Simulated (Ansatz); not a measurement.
Compare A (`C#COC(N)[SiH3]`) with its isomer B (`C=C1O[SiH2]C1N`).

Isolated molecules relaxed with PBE0-D4/def2-TZVP in Ansatz; ΔE leaves out vibrations. CBS: MP2 limit from def2 TZ/QZ plus the TZ coupled-cluster correction, frozen cores. DFT in def2-TZVPP. B3LYP here is the variant with VWN-RPA as its local correlation; programs differ in this. One conformer a species, not always the lowest.

Q: Which is lower in electronic energy at CCSD(T)/CBS, and by how much? (An estimate is asked.)

A: Computed: B, by 58.3 kcal/mol.

Q: Give E(B) − E(A) in kcal/mol with CCSD(T)/def2-TZVPP, HF/def2-TZVPP, B3LYP, r2SCAN-D4, PBE-D4, CCSD/def2-TZVPP, B2PLYP. (An estimate is asked.)

A: The calculation gave: CCSD(T)/def2-TZVPP -57.7, HF/def2-TZVPP -55.2, B3LYP -54.7, r2SCAN-D4 -59.1, PBE-D4 -57.5, CCSD/def2-TZVPP -58.0, B2PLYP -55.7. None reverses the order clearly.

Q: Does the order hold for the free energy at 298.15 K (harmonic terms from PBE0-D4)? (Estimate.)

A: The calculation gave: Yes: G(B) − G(A) = -53.8 kcal/mol, for one conformer each. Modes under 60 cm⁻¹, often nearly free rotors, make the harmonic entropy too high.

Largest T1 diagnostic: 0.013.

In def2-TZVPP, CCSD(T) changes the Hartree–Fock value by −2.5 kcal/mol (the triples alone add +0.3 kcal/mol) and MP2 by −3.3 kcal/mol. From PBE to PBE0 (25 % exact exchange), in def2-TZVPP and without D4, E(B) − E(A) moves by −3.2 kcal/mol.
